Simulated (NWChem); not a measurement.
System: InCl, singlet; SMILES [Cl][In]

```xyz
2

In     0.0000     0.0000    -0.6362
Cl     0.0000     0.0000     1.7937
```
Atoms are numbered in this order, from 1.

Level: PBE0/def2-SVP with def2 effective core potentials on In (NWChem), optimised geometry, unscaled harmonic frequencies. Low-valent species are run as closed-shell singlets; no triplet was tried in these runs. def2 effective core potentials on In; no spin-orbit coupling.

| frequency (cm⁻¹) | IR intensity (km/mol) |
|---|---|
| 328 | 68.2 |

```yaml
zero_point_energy: 0.5 kcal/mol
thermal correction to the enthalpy at 298.15 K (with zero-point energy): 2.8 kcal/mol
heat capacity Cv: 6.6 cal/(mol K)
entropy at 298.15 K and 1 atm (symmetry number 1): 59.2 cal/(mol K)
```

Rigid rotor and harmonic oscillator.
